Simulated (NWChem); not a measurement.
Molecule: Si$_{2}$H$_{3}$ClF$_{2}$; SMILES F[Si](F)([SiH3])Cl

All runs: NWChem. Geometry: optimised at PBE-D3(BJ)/def2-SVP. Level: PBE0/def2-SVP with SMD (1 M gas to 1 M solution), gas-phase geometry. Reactions with the solvent are ignored.

```json
[
 {"solvent": "water", "dielectric constant": "78.4", "solvation free energy (kcal/mol)": "1.2", "cavity-dispersion-structure term (kcal/mol)": "3.7", "dipole in solution (D)": "2.54"},
 {"solvent": "dimethyl sulfoxide", "dielectric constant": "46.8", "solvation free energy (kcal/mol)": "-1.4", "cavity-dispersion-structure term (kcal/mol)": "1.0", "dipole in solution (D)": "2.54"},
 {"solvent": "cyclohexanone", "dielectric constant": "15.6", "solvation free energy (kcal/mol)": "(withheld)", "cavity-dispersion-structure term (kcal/mol)": "(withheld)", "dipole in solution (D)": "2.51"},
 {"solvent": "methanol", "dielectric constant": "32.6", "solvation free energy (kcal/mol)": "-2.9", "cavity-dispersion-structure term (kcal/mol)": "-0.5", "dipole in solution (D)": "2.53"},
 {"solvent": "1-octanol", "dielectric constant": "9.86", "solvation free energy (kcal/mol)": "-2.5", "cavity-dispersion-structure term (kcal/mol)": "-0.3", "dipole in solution (D)": "2.49"},
 {"solvent": "dichloromethane", "dielectric constant": "8.93", "solvation free energy (kcal/mol)": "-2.9", "cavity-dispersion-structure term (kcal/mol)": "-0.8", "dipole in solution (D)": "2.48"}
]
```

**Question.** Complete the blanks.

**Answer.** 
- cyclohexanone, solvation free energy (kcal/mol): -2.0
- cyclohexanone, cavity-dispersion-structure term (kcal/mol): 0.3
